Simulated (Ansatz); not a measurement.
Stretching the C4–H5 bond in CH5Bi (SMILES [CH3][BiH2]) (multiplicity 1 held, fragments rigid). Energies count from the point at 1.088 Å.
Geometry at that point (charge 0, multiplicity 1):
```xyz
7

Bi    -0.1144    -0.1388     0.1427
H      0.1011    -1.4563    -1.0658
H     -1.6344     0.3793    -0.6723
C      1.1592     1.3240    -1.0635
H      0.9950     2.3241    -0.6682
H      0.8759     1.2806    -2.1106
H      2.2039     1.0455    -0.9423
```

R- and RO- levels are restricted; in cc, def2 and unpolarised 6-31G sets they are followed outwards from rest. Unrestricted levels (U-) break spin symmetry where that is lower. Active spaces are followed from a long bond inwards. Curves can end on different states.

Correlated levels freeze the cores. Filled d and f shells under p-block atoms count as core.

Codes used: Ansatz (a quantum-chemistry and plane-wave program).  In def2 rows elements past Kr take small-core potentials, without spin–orbit coupling.

Energies in kcal/mol.

```csv
R (Å),R-SCS-MP2/def2-SVP,R-CCSD/def2-SVP,U-CCSD/def2-SVP,R-CCSD(T)/def2-SVP,"FIC-MRCISD+Q on CASSCF(2,2)/def2-SVP"
0.870,33.6,33.4,33.4,33.6,33.5
0.979,7.3,7.2,7.2,7.3,7.3
1.088,0.0,0.0,0.0,0.0,0.0
1.197,3.1,3.1,3.1,3.0,3.0
1.305,11.8,11.7,11.7,11.4,11.4
1.469,29.1,28.7,28.7,28.1,28.1
1.632,47.8,46.6,46.6,45.5,45.5
1.904,76.3,73.0,73.7,70.8,70.7
2.176,99.4,92.8,93.7,88.8,88.7
2.502,119.8,108.4,106.4,100.8,101.6
2.937,136.3,119.1,111.2,104.2,109.2
3.481,142.9,124.2,112.3,98.7,112.0
```

Doubts at one or more of the structures used: a restricted determinant that unrestricted orbitals would lower (R-SCS-MP2/def2-SVP, R-CCSD/def2-SVP, R-CCSD(T)/def2-SVP); other coupled-cluster roots lie near (R-CCSD/def2-SVP, R-CCSD(T)/def2-SVP); T1 above 0.05 (R-CCSD/def2-SVP, U-CCSD/def2-SVP, R-CCSD(T)/def2-SVP); a spin-contaminated determinant (U-CCSD/def2-SVP).
